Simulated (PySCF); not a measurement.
```xyz
12

C      2.1853     0.6248     0.1402
C      1.1806    -0.1964     0.2435
C      0.1867    -1.0325     0.4217
N     -1.1646    -0.7544     0.2625
C     -1.5176     0.4891    -0.3732
H      2.5000     1.2518     0.9721
H      2.7557     0.7208    -0.7810
H      0.4058    -2.0395     0.7673
H     -1.6905    -1.5485    -0.0666
H     -2.6028     0.5621    -0.4483
H     -1.0785     0.6009    -1.3749
H     -1.1600     1.3218     0.2368
```

Charge 0, multiplicity 1.

Q: Give the Mulliken and meta-Löwdin atomic charges from PBE-D3(BJ)/def2-TZVP // PBE0-D3(BJ)/def2-TZVP (PySCF).

A: 
```
atom  Mulliken (e)  meta-Löwdin (e)
----  ------------  ---------------
C1           -0.28            -0.29
C2           -0.09            -0.08
C3           -0.06            -0.09
N4           -0.23            -0.27
C5           -0.28            -0.25
H6            0.12             0.13
H7            0.12             0.13
H8            0.12             0.14
H9            0.20             0.23
H10           0.12             0.12
H11           0.12             0.10
H12           0.13             0.13
```
